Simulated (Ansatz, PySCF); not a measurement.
Complex: H2 (SMILES [H][H]) (first 2 atoms) with C4H6 (SMILES C=CC=C); geometry from B3LYP-D3(BJ)/def2-TZVP, rigid monomers moved along the line of their centres of mass till H2···C4 is 3.56 Å.
(charge 0, multiplicity 1):
```xyz
12

H     -0.398    -0.772    -0.139
H     -0.315    -0.330     0.455
C      0.976     1.617     3.102
C      0.067     0.908     3.772
C      0.196    -0.506     4.075
C     -0.718    -1.216     4.739
H      1.890     1.162     2.738
H      0.837     2.670     2.896
H     -0.839     1.395     4.122
H      1.101    -0.993     3.725
H     -0.581    -2.270     4.941
H     -1.632    -0.761     5.100
```

Monomers are frozen at their geometry in the pair; levels with a basis set take the counterpoise correction.

Frozen-core correlation. Rows in 6-31G* carry no dispersion term and start afresh at each structure (6-31G* with six Cartesian d functions).

Run with Ansatz (Gaussian basis) for Hartree–Fock, density functionals and correlated methods; PySCF for 6-31G* rows. 

Task: What interaction energy does PBE/def2-TZVPPD give?

Result: -0.3 kcal/mol

Ansatz is an electronic-structure program.
